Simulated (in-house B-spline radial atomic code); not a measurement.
Relativistic effects in the aluminium ion Al⁸⁺, [He] 2s2 2p1: non-relativistic Hartree-Fock (point nucleus) against Dirac-Hartree-Fock (Fermi nucleus of rms radius 3.061 fm), both averages of the configuration, computed with an all-electron radial atomic-structure program (B-spline basis).

```
orbital  ε NR (Eh)  ε Dirac (Eh)  <r> NR (bohr)  <r> Dirac (bohr)  change of <r> (%)
  1s1/2    -69.524             ?         0.1193                 ?                  ?
  2s1/2    -12.875       -12.908         0.5384            0.5368               -0.3
  2p1/2     -12.15       -12.174          0.472            0.4707               -0.3
  2p3/2     -12.15             ?          0.472                 ?                  ?
```

**Question.** What happens to 1s1/2?

**Answer.** Its energy goes to -69.669 hartree and <r> to 0.119 bohr (-0.29 %).

**Question.** What happens to 2p3/2?

**Answer.** Its energy goes to -12.149 hartree and <r> to 0.4718 bohr (-0.03 %).

**Question.** What explains the pattern of contraction and expansion?

**Answer.** The s and p1/2 orbitals contract directly, as their density near the nucleus moves at relativistic speed. Nothing expands appreciably in this ion.

**Question.** By how much does the total energy change?

**Answer.** By -0.44025 hartree, from -203.770 to -204.210.
